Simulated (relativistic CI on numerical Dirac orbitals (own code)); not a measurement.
**Sensitivity of the levels of Sb XXII to α and to the nuclear radius**

Method of calculation: Dirac-Coulomb-Breit CI, KLI orbitals optimised for each configuration, derivatives by finite differences, unscaled Slater integrals, QED left out (own radial code, finite nucleus).

Configurations in the expansion (outside the closed core [Ar] 3d10): 4s², 4s4p, 4p², 4s4d, 4d², 4s4f, 4p4d, 4f². Levels of other configurations are missing.

With x = (α/α₀)² − 1 an excitation energy changes as ω = ω₀ + qx; K = 2q/ω₀ is the relative enhancement. Terms are leading LS components, so labels can repeat. The field-shift factor is F = δν/δ⟨r²⟩ for the transition from the lowest level.

Lowest level 4s² ¹S0.

```csv
Level,ω₀ (cm⁻¹),q (cm⁻¹),K,F (GHz/fm²)
4s4p ³P°0,326574,22520,0.138,-136
4s4p ³P°1,346625,34700,0.2,-137
4s4p ³P°2,429364,134400,0.626,-140
4s4p ¹P°1,523815,125600,0.479,-141
4p² ³P0,761957,56970,0.15,-277
4p² ³P1,841400,160800,0.382,-280
4p² ¹D2,845297,160100,0.379,-272
4p² ³P2,941726,265100,0.563,-275
4p² ¹S0,1007747,264600,0.525,-281
4s4d ³D1,1080225,143800,0.266,-138
4s4d ³D2,1087151,150200,0.276,-138
4s4d ³D3,1099630,163400,0.297,-138
4s4d ¹D2,1177962,165700,0.281,-155
```

At this charge energies of transitions that change n are usually good to better than 1 %, and those within a shell (Δn = 0) to a few per cent.
